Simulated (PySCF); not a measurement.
Working out the ionisation energy of Rh

Rh [Kr] 4d8 5s1 (4F) → Rh⁺ [Kr] 4d8 (3F). Computed with PySCF 2.14 in aug-cc-pwCVTZ-PP with ECP28MDF, with scalar relativity through the core potential. Frozen: nothing. Energies in hartree (1 hartree = 27.21139 eV):

```tsv
part	Rh (lower)	Rh⁺ (upper)
UHF	-109.390737	-109.158824
MP2 opposite-spin	-0.444432	-0.421822
MP2 same-spin	-0.199704	-0.178086
```

**Question.** What does Hartree-Fock give?

**Answer.** (-109.158824) − (-109.390737) = 0.231913 hartree = 6.311 eV.

**Question.** What do MP2 and SCS-MP2 (6/5 opposite-spin, 1/3 same-spin) give?

**Answer.** The opposite-spin parts differ by 0.615 eV and the same-spin parts by 0.588 eV. MP2: 6.311 + (0.615) + (0.588) = 7.514 eV. SCS-MP2: 6.311 + 1.2 × (0.615) + (0.588)/3 = 7.245 eV.

Measured between the centres of the two terms (NIST): 7.479 eV, so MP2 (valence and next inner shell) is off by 0.035 eV.

What remains against the reference includes basis incompleteness and correlation beyond second order.
